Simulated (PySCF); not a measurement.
The vertical singlet excitations below were computed for one of the candidates. Method used: TDDFT wB97X-D/def2-SVPD, vertical, gas phase, core orbitals frozen in the response (PySCF 2.14.0, density-fitted response routines). Geometries: PBE0-D3(BJ)/def2-SVP, one conformer each.

```tsv
state	E (eV)	λ (nm)	f
S1	5.66	219.0	0.010
S2	6.18	200.7	0.0032
S3	6.43	192.9	0.121
S4	7.08	175.2	0.063
S5	7.70	161.1	0.0046
S6	7.92	156.5	0.014
S7	7.95	155.9	0.0034
S8	8.31	149.3	0.029
S9	8.35	148.4	0.016
S10	8.37	148.2	0.029
```

Problem. Which structure fits? All have the formula C6H11B.
A. `B[C@@H]1C[C@@H]1C1CC1`
B. `CB(C)[C@H]1[C@@H]2C[C@@H]21`
C. `C(=C\C=C)/B(C)C`

Solution. A. Its S1 lies at 5.66 eV; the nearest of the others has S1 at 5.92 eV. S1 is HOMO→LUMO (73%), HOMO-2→LUMO (11%). Löwdin shares by element: HOMO carbon 62% or more (atoms not listed hold the other 38%); LUMO boron 49%, hydrogen 20% or more, carbon 12% or more (atoms not listed hold the other 19%). At the same level the other candidates give, for their lowest levels:
- `C=C/C=C/B(C)C`: 5.09 eV (f 0.798); 5.55 eV (f 0.000); 5.76 eV (f 0.001); 6.97 eV (f 0.001); 7.06 eV (f 0.000); T1 2.89 eV; HOMO -8.74, LUMO -0.11 eV
- `CB(C)[C@H]1[C@@H]2C[C@@H]21`: 5.92 eV (f 0.002); 6.62 eV (f 0.002); 6.81 eV (f 0.000); 7.37 eV (f 0.004); 7.65 eV (f 0.281); T1 5.46 eV; HOMO -9.02, LUMO 1.44 eV

The values belong to the conformer `[BH2:1][C@@H:2]1[CH2:3][C@@H:4]1[CH:5]1[CH2:6][CH2:7]1`: C3–C4–C5–C6 116°.
Triplets come from the Tamm–Dancoff approximation.
